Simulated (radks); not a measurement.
The numbers below are computed, except where a source is named.
These are the eigenvalues of the occupied orbitals of an atom or ion with whole-number occupations (eV). Level of theory: non-relativistic Kohn-Sham, TPSS, spin-polarised, spherical densities, point nucleus; meta-GGA in the generalised Kohn-Sham scheme (a radial shooting solver on a logarithmic mesh with Libxc functionals).

| orbital | eigenvalue |
|---|---|
| 1s up | -39029.21 |
| 1s down | -39029.19 |
| 2s up | -7734.648 |
| 2s down | -7730.143 |
| 2p up | -7435.377 |
| 2p down | -7432.013 |
| 3s up | -2915.183 |
| 3s down | -2910.710 |
| 3p up | -2798.992 |
| 3p down | -2793.916 |
| 3d up | -2612.263 |

Which element is it, and in what charge state? The configuration may be excited. Open shells, if any, are filled with parallel spins first.

Answer. Z = 57, lanthanum, charge +38: La38+ in [Ar] 3d1. The list shows which subshells hold electrons but not how many an open one holds; the 1s level, -1434.3 hartree, gives Z - s = 53.6 by -(Z - s)^2/2, which with screening narrows Z to a few neighbours, and the depths of the outer levels then fix element, charge and occupations together.
